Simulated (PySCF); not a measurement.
B(CF3)(H)(OH) (CH2BF3O), SMILES FC(F)(BO)F.

The structure is a stationary point at PBE0-D3(BJ)/def2-SVP. This is a generated structure with no PubChem entry under its InChIKey; it may be hypothetical. The values are those of a single conformer.

The numbers are results of TDA-B3LYP/def2-SVPD run with PySCF, not measurements.

Vertical excitations. The molecule is in vacuum. State labels are in the subgroup Cs.

Question: List the lowest excited states. (The exact figures need the calculation; the answer reports its results.)

Answer: 
```csv
state,symmetry,energy (eV),λ (nm),f,main pairs
S1,A",6.53,190,0.000,HOMO→LUMO 99 %
S2,A',8.29,150,0.000,HOMO→LUMO+1 99 %
S3,A",8.80,141,0.014,"HOMO−2→LUMO 71 %, HOMO−4→LUMO 24 %"
S4,A',9.08,137,0.001,HOMO−3→LUMO 96 %
S5,A",9.34,133,0.039,"HOMO−4→LUMO 71 %, HOMO−2→LUMO 24 %"
S6,A',9.38,132,0.147,"HOMO−1→LUMO 73 %, HOMO−5→LUMO 13 %"
S7,A',9.57,130,0.051,HOMO→LUMO+2 96 %
S8,A",9.81,126,0.010,"HOMO−6→LUMO 66 %, HOMO−1→LUMO+1 29 %"
S9,A',9.85,126,0.041,"HOMO−5→LUMO 66 %, HOMO→LUMO+3 24 %"
S10,A",9.87,126,0.041,"HOMO−1→LUMO+1 68 %, HOMO−6→LUMO 28 %"
T1,A",5.88,211,0,HOMO→LUMO 98 %
T2,A',7.24,171,0,HOMO−1→LUMO 97 %
T3,A",7.86,158,0,HOMO−2→LUMO 93 %
T4,A',8.09,153,0,HOMO→LUMO+1 96 %
```
Triplets are in the Tamm–Dancoff approximation.
